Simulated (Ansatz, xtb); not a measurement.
# C3H9GeN: which of two isomers lies lower

We compare X, `N[C]1([GeH3])CC1`, a singlet, with Y, `N[C@@H]1C[C@H]1[GeH3]`, a singlet. Both are isolated molecules in the gas phase, relaxed with r2SCAN-D4/def2-SVP; the shapes shown needn't be the lowest conformers.

X (Å):

```yaml
atoms:
  - { symbol: C, position_ang: [-0.3641, 0.3662, -0.8982] }
  - { symbol: C, position_ang: [0.0331, 1.3720, 0.1463] }
  - { symbol: C, position_ang: [-0.6722, 1.8415, -1.0996] }
  - { symbol: Ge, position_ang: [1.0487, -0.4834, -1.9461] }
  - { symbol: N, position_ang: [-1.4012, -0.5793, -0.5565] }
  - { symbol: H, position_ang: [-2.0079, -0.7423, -1.3617] }
  - { symbol: H, position_ang: [-1.9972, -0.2137, 0.1878] }
  - { symbol: H, position_ang: [1.7708, -1.5453, -1.1045] }
  - { symbol: H, position_ang: [2.0581, 0.5843, -2.4093] }
  - { symbol: H, position_ang: [0.4330, -1.1592, -3.1848] }
  - { symbol: H, position_ang: [1.0907, 1.6223, 0.2817] }
  - { symbol: H, position_ang: [-0.5370, 1.3615, 1.0830] }
  - { symbol: H, position_ang: [-0.1056, 2.4205, -1.8371] }
  - { symbol: H, position_ang: [-1.7237, 2.1349, -1.0033] }
```

Y (Å):

```
atom    x (Å)    y (Å)    z (Å)
   C   0.4781   0.1739  -1.6065
   C  -0.7278  -0.6658  -1.3073
   C  -0.7488   0.8156  -0.9979
  Ge  -0.7418   1.4567   0.8305
   N   0.7418   0.4678  -2.9864
   H   1.2962  -0.2799  -3.4057
   H   1.3007   1.3182  -3.0657
   H   1.3353   0.0330  -0.9233
   H  -1.3120  -0.9976  -2.1708
   H  -0.6733  -1.3805  -0.4791
   H  -1.3194   1.4184  -1.7145
   H  -0.1590   2.8788   0.9157
   H   0.1303   0.5102   1.6753
   H  -2.1644   1.4719   1.4154
```

Quicker runs give these differences E(Y) − E(X): GFN2-xTB +0.035 eV; HF/STO-3G −0.113 eV (at GFN2-xTB geometries); r2SCAN-D4/def2-SVP//GFN2-xTB −0.146 eV.

Task: Estimate E(Y) − E(X) at the level CCSD(T)/def2-SVP + ΔMP2/def2-TZVPP.

Result: Calculated at CCSD(T)/def2-SVP + ΔMP2/def2-TZVPP: E(Y) − E(X) = −0.138 eV, so structure Y lies lower.

The same difference at several levels:

| level | geometry | E(Y) − E(X) (eV) | departure from the last row (eV) | job, with rough time for the two |
| --- | --- | --- | --- | --- |
| GFN2-xTB | GFN2-xTB | +0.035 | +0.173 | optimisation, 0.23 s |
| HF/STO-3G | GFN2-xTB | −0.113 | +0.024 | single point, 0.9 s |
| r2SCAN-D4/def2-SVP//GFN2-xTB | GFN2-xTB | −0.146 | −0.008 | single point, 5.6 s |
| r2SCAN-D4/def2-SVP | r2SCAN-D4/def2-SVP | −0.133 | +0.005 | optimisation, 72 s |
| HF/def2-SVP | r2SCAN-D4/def2-SVP | −0.196 | −0.058 | part of the CCSD(T) run |
| MP2/def2-SVP | r2SCAN-D4/def2-SVP | −0.128 | +0.010 | part of the CCSD(T) run |
| CCSD(T)/def2-SVP | r2SCAN-D4/def2-SVP | −0.130 | +0.008 | single point |
| CCSD(T)/def2-SVP + ΔMP2/def2-TZVPP | r2SCAN-D4/def2-SVP | −0.138 |  | single point, 85 s |

As drawn, both hold the same kinds of bond in the same numbers.

GFN2-xTB puts the two in the other order. The largest departure from CCSD(T)/def2-SVP + ΔMP2/def2-TZVPP is that of GFN2-xTB, 0.173 eV. The last row adds to CCSD(T) the change of the MP2 difference between the two basis sets, here −0.008 eV.

With thermal terms from frequencies at re-optimised GFN2-xTB minima (ideal gas, soft modes damped towards free rotors, one conformer each, 298.15 K, 1 atm): the zero-point term adds +0.001 eV; ΔH is −0.136 and ΔG −0.146 eV.

The correlated steps freeze 13 core orbitals; the filled d shell of Ge is correlated, in a basis made for valence electrons. Mirror images aren't counted in ΔG. Run with Ansatz 0.2.0, xtb 6.7.1; the last row on 2 threads of Intel(R) Xeon(R) Platinum 8259CL CPU @ 2.50GHz (Skylake/Cascade Lake) on a shared host.
